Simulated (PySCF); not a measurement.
Electron correlation in Sr (strontium, neutral)

[Kr] 5s1 5p1, high-spin 3P determinant (an excited configuration). All numbers are calculated (PySCF 2.14, scalar relativity by spin-free X2C-1e, in x2c-TZVPPall). Frozen: [Kr]; 2 electrons correlated.

With two correlated electrons CCSD is exact within the correlated space (frozen core and kept virtual orbitals).

```
level  correlation energy (mhartree)
 CCSD                          -3.67
```

Diagnostics: T1 = 0.013, D1 = 0.0259, largest double amplitude 0.090.

Cost of the coupled-cluster step: roughly 3 core-seconds, for 2 correlated electrons.

Iterations:

```
CC2 = 0
CCSD nocc = (np.int64(2), np.int64(0)), nmo = (61, 61)
frozen orbitals [[0, 1, 2, 3, 4, 5, 6, 7, 8, 9, 10, 11, 12, 13, 14, 15, 16, 17], [0, 1, 2, 3, 4, 5, 6, 7, 8, 9, 10, 11, 12, 13, 14, 15, 16, 17]]
max_cycle = 100
direct = 0
conv_tol = 1e-08
conv_tol_normt = 1e-06
diis_space = 8
diis_start_cycle = 0
Init t2, MP2 energy = -0.00156806870586934
Init E_corr(UCCSD) = -0.00156806870837113
cycle = 1  E_corr(UCCSD) = -0.00232431054620344  dE = -0.000756241838  norm(t1,t2) = 0.0295599
cycle = 2  E_corr(UCCSD) = -0.00275502772908046  dE = -0.000430717183  norm(t1,t2) = 0.019742
cycle = 3  E_corr(UCCSD) = -0.00355601488614924  dE = -0.000800987157  norm(t1,t2) = 0.014077
cycle = 4  E_corr(UCCSD) = -0.00364204354075591  dE = -8.60286546e-05  norm(t1,t2) = 0.00458009
cycle = 5  E_corr(UCCSD) = -0.00367925337134394  dE = -3.72098306e-05  norm(t1,t2) = 0.00115176
cycle = 6  E_corr(UCCSD) = -0.00366774426880224  dE = 1.15091025e-05  norm(t1,t2) = 0.000244736
cycle = 7  E_corr(UCCSD) = -0.0036757712080671  dE = -8.02693926e-06  norm(t1,t2) = 9.15606e-05
cycle = 8  E_corr(UCCSD) = -0.00367208030164034  dE = 3.69090643e-06  norm(t1,t2) = 5.15785e-05
cycle = 9  E_corr(UCCSD) = -0.00367298923506844  dE = -9.08933428e-07  norm(t1,t2) = 1.22582e-05
cycle = 10  E_corr(UCCSD) = -0.00367272723436621  dE = 2.62000702e-07  norm(t1,t2) = 4.15647e-06
cycle = 11  E_corr(UCCSD) = -0.0036727512359711  dE = -2.40016049e-08  norm(t1,t2) = 6.18938e-07
cycle = 12  E_corr(UCCSD) = -0.00367275125545365  dE = -1.94825514e-11  norm(t1,t2) = 1.49572e-07
UCCSD converged
E(UCCSD) = -3177.28719449734  E_corr = -0.003672751255453654
```

The basis was made for the ground configuration and has no added diffuse functions, which can raise the energy of the promoted electron.
